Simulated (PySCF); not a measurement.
[Rh(H2O)6]3+ (charge +3 and singlet state).
Bonds: Rh1–O2, Rh1–O5, Rh1–O8, Rh1–O11, Rh1–O14, Rh1–O17. Hydrogens: H3, H4 on O2; H6, H7 on O5; H9, H10 on O8; H12, H13 on O11; H15, H16 on O14; H18, H19 on O17.

Method used: PBE0-D3(BJ)/def2-SVP geometry optimisation, gas phase, def2 core potentials past Kr in PySCF.

**Question.** What internal coordinates does the optimisation give?

**Answer.** 
```tsv
bond	length (Å)
Rh1–O2 and 5 like bonds	2.033
O2–H3 and 11 like bonds	0.977
```

Bonds in one row agree within 0.01 Å and their mean is given. A selection of angles:
```tsv
angle	degrees
O2–Rh1–O5	176.8
O2–Rh1–O8	92.0
O2–Rh1–O11	88.0
O2–Rh1–O14	86.3
O2–Rh1–O17	93.7
O5–Rh1–O11	88.9
O8–Rh1–O11	179.7
Rh1–O2–H3	122.1
Rh1–O2–H4	125.8
H3–O2–H4	109.3
Rh1–O5–H6	122.5
Rh1–O5–H7	127.0
```

O2 (oxygen bonded to Rh and 2 H) is almost planar (angles 125.8°, 122.1° and 109.3°, sum 357.3°, 0.11 Å off the plane of its three neighbours). Rh1 (rhodium bonded to 6 O) is octahedral (the three widest angles are 179.8°, 179.7° and 176.8°, the others run from 86.0° to 93.9°).

PBE0-D3(BJ)/def2-SVP frequencies: not computed here. The ion is multiply charged and computed without counter-ions or solvent.
